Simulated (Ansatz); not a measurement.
Cd4Te2Br4. Total charge 0; singlet. Geometry r2SCAN-D4/def2-SVP; atoms count from 1.

```xyz
10

Cd   -1.4444    1.9966   -0.5732
Cd   -1.8250   -1.0848    1.2749
Cd    0.9887    1.0614    1.9867
Cd    1.9110   -1.6379   -2.2535
Te   -1.7537    1.5545    2.1463
Te    0.3942   -0.3230   -0.5143
Br    3.2894   -2.8251   -3.8446
Br   -2.7990   -3.3258    1.3724
Br    3.1951    1.3263    3.0107
Br   -1.9563    3.2579   -2.6054
```

In the def2 sets Cd, Te take a core potential; there is no spin–orbit coupling. The structure comes from a short search, and lower isomers may exist.

(1) Estimate the Mulliken populations from the PBE0/def2-TZVP orbitals of Ansatz.

(2) And the Mayer bond orders between heavy atoms (over 0.3)?

## Answers

(1) 
```
atom  charge (e)  d electrons
 Cd1        0.61        10.01
 Cd2        0.61        10.01
 Cd3        0.61        10.01
 Cd4        0.62        10.00
 Te5       -0.39            –
 Te6       -0.48            –
 Br7       -0.36            –
 Br8       -0.41            –
 Br9       -0.41            –
Br10       -0.40            –
```
Mulliken values depend strongly on the basis.

(2) Cd1–Te5 0.71 (2.77 Å); Cd1–Te6 0.38 (2.96 Å); Cd1–Br10 0.91 (2.45 Å); Cd2–Te5 0.70 (2.78 Å); Cd2–Te6 0.40 (2.95 Å); Cd2–Br8 0.91 (2.45 Å); Cd3–Te5 0.68 (2.79 Å); Cd3–Te6 0.43 (2.92 Å); Cd3–Br9 0.90 (2.45 Å); Cd4–Te6 0.84 (2.66 Å); Cd4–Br7 0.94 (2.42 Å).
